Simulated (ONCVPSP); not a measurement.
## Configuration tests for dysprosium (ONCV)

| Property | Result |
| --- | --- |
| Element | Dy (Z = 66) |
| Generator | ONCVPSP 4.0.1 |
| Type | optimised norm-conserving Vanderbilt (ONCV) |
| Functional | BLYP |
| Relativity | fully relativistic |
| Frozen core | [Xe] 4f9 |
| Valence charge | 3 |
| Reference configuration | 5d1 6s2 |
| Partial waves | 6s: rc 3.00 bohr, ncon 4, nbas 8, qcut 2.1 1/bohr, 2 projectors, debl 3.5 Ha; p scattering state at 0.17 Ha: rc 3.10 bohr, ncon 4, nbas 8, qcut 3 1/bohr, 2 projectors, debl 3.6 Ha; 5d: rc 3.60 bohr, ncon 4, nbas 9, qcut 3.8 1/bohr, 2 projectors, debl 2.8 Ha; f scattering state at 0.41 Ha: rc 2.90 bohr, ncon 4, nbas 8, qcut 3.9 1/bohr, 2 projectors, debl 2.9 Ha |
| Local potential | polynomial inside 2.50 bohr (lpopt 5, dvloc0 4 Ha) |
| Core correction | Teter function, fcfact 3.5, rcfact 1.55 |

Open shells are filled in proportion to 2j + 1.

Energies are relative to the spin-unpolarised reference configuration 5d1 6s2; without spin polarisation the order of configurations can differ from experiment.

Give the all-electron excitation energy and the error of the potential for: 5d1 6s1; 5d1 6s0; 5d1 6s1.5; 5d1 6s0 6p2.

```json
{"valence configuration": "5d1 6s1", "charge": "+1", "ΔE all-electron (eV)": "6.772", "error AE − PS (meV)": "-21"}
{"valence configuration": "5d1 6s0", "charge": "+2", "ΔE all-electron (eV)": "19.309", "error AE − PS (meV)": "-104"}
{"valence configuration": "5d1 6s1.5", "charge": "+0.5", "ΔE all-electron (eV)": "2.707", "error AE − PS (meV)": "-4.4"}
{"valence configuration": "5d1 6s0 6p2", "charge": "0", "ΔE all-electron (eV)": "6.296", "error AE − PS (meV)": "+12"}
```

These tests converged, but a pseudo level misses the all-electron one widely, so the file describes the atom poorly there or has found another state: 5d1 6s0 6p2: empty 6s by 10.0 eV.

Note: no bound ghost flagged; GHOST(+) flagged for s at 112.3 eV, f7/2 at 382.6 eV, f5/2 at 412.8 eV, f5/2 at 573.1 eV.
